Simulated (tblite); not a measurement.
Species: CH7NO4Si2.
SMILES with atom numbers: `[NH2:1][C:2](=[O:3])[SiH2:4][O:5][SiH:6]([OH:7])[OH:8]` (hydrogens: H9, H10 on N1; H11, H12 on Si4; H13 on Si6; H14 on O7; H15 on O8)

The geometry is computed with GFN2-xTB (gas phase).

Problem. What internal coordinates does the optimisation give?

Solution. 
| bond | length (pm) |
| --- | --- |
| N1–C2 | 134.7 |
| C2=O3 | 122.8 |
| C2–Si4 | 192.9 |
| Si4–O5 | 159.3 |
| O5–Si6 | 165.8 |
| Si6–O7, Si6–O8 | 160.9 |
| N1–H9 | 101.0 |
| N1–H10 | 100.3 |
| Si4–H11, Si4–H12 | 146.3 |
| Si6–H13 | 144.6 |
| O7–H14 | 95.5 |
| O8–H15 | 97.6 |

Bonds in one row agree within 1 pm and their mean is given. A selection of angles:
| angle | degrees |
| --- | --- |
| N1–C2–O3 | 119.9 |
| N1–C2–Si4 | 117.3 |
| O3–C2–Si4 | 122.8 |
| C2–Si4–O5 | 110.5 |
| Si4–O5–Si6 | 148.3 |
| O5–Si6–O7 | 109.5 |
| O5–Si6–O8 | 108.4 |
| O7–Si6–O8 | 111.3 |
| H9–N1–C2 | 119.8 |
| H10–N1–C2 | 121.5 |
| H14–O7–Si6 | 121.1 |
| H15–O8–Si6 | 117.5 |

Torsions: N1–C2–Si4–O5 178° (antiperiplanar); C2–Si4–O5–Si6 -1° (synperiplanar); Si4–O5–Si6–O7 143° (anticlinal); H14–O7–Si6–O5 -82° (synclinal); H15–O8–Si6–O5 -30°. The mirror-image conformer, all signs reversed, is as good.

Si4 (oxygen-bound silicon) is distorted tetrahedral (angles from 107.3° to 113.9°). The O–Si distances run from 1.593 Å (Si4–O5, drawn single) to 1.658 Å (O5–Si6, drawn single), a spread of 0.065 Å. O5 (siloxane oxygen) is bent (angle 148.3°). Of the pairs four or more bonds apart, those above aside, O3···O8 is among the closest relative to their van der Waals radii: 2.71 Å, 89 % of the sum of Bondi's values. H15 on O8 lies 1.77 Å from O3, 6 bonds away (angle at H 161°; Bondi radii sum to 2.72 Å): the geometry of an intramolecular hydrogen bond. N1 (nitrogen bound to a carbonyl carbon) is planar (angles 121.5°, 119.8° and 118.8°, sum 360.0°, 0.00 Å off the plane of its three neighbours). O7 (silanol oxygen) is bent (angle 121.1°).

Point group: C1 (no symmetry element, even within 0.4 Å). Its GFN2-xTB frequencies are all real (lowest 28 cm⁻¹). One conformer, not necessarily the lowest (H–N1–C2–O3 0° and 180°, N1–C2–Si4–O5 178°, C2–Si4–O5–Si6 -1°, Si4–O5–Si6–O7 143°, O5–Si6–O7–H -82°). 3 starts were optimised and ended at 0.00, 0.01 and 2.53 kcal/mol (GFN2-xTB); the lowest of these is shown.
